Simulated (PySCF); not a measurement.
Geometries of 2 isomers of CH5NO2Si, from PBE0-D3(BJ)/def2-SVP geometry optimisation, gas phase (PySCF 2.14.0). One conformer each, no zero-point energy, no frequencies.

Question: Which isomer lies lower at this level?
A.
```xyz
10
angstrom
N      1.766    0.143    0.194
C      0.605    0.002   -0.477
O      0.554   -0.112   -1.696
Si    -1.123   -0.040    0.391
O     -2.095   -0.215   -0.935
H      1.795    0.246    1.198
H      2.638    0.162   -0.327
H     -1.372    1.226    1.142
H     -1.217   -1.185    1.344
H     -1.501   -0.244   -1.708
```
B.
```xyz
10
angstrom
O      0.970    0.917   -1.603
C      1.275    0.405   -0.541
N      0.399   -0.077    0.376
Si    -1.383   -0.049    0.194
O     -1.689    0.677   -1.243
H      2.344    0.297   -0.245
H      0.830   -0.468    1.208
H     -1.865   -1.459    0.258
H     -1.940    0.692    1.362
H     -0.848    0.919   -1.687
```

Answer: B. That is `O=CN[SiH2]O`, 16.4 kcal/mol below the other.

```csv
SMILES,atoms numbered as above,E (Eh),relative (kcal/mol),relative (kJ/mol),dipole (D)
O=CN[SiH2]O,[O:1]=[CH:2][NH:3][SiH2:4][OH:5],-535.22175,0.0,0.0,4.01
NC(=O)[SiH2]O,[NH2:1][C:2](=[O:3])[SiH2:4][OH:5],-535.19564,16.4,68.6,4.19
```

As drawn, the higher has an Si–C bond, which the lower lacks.
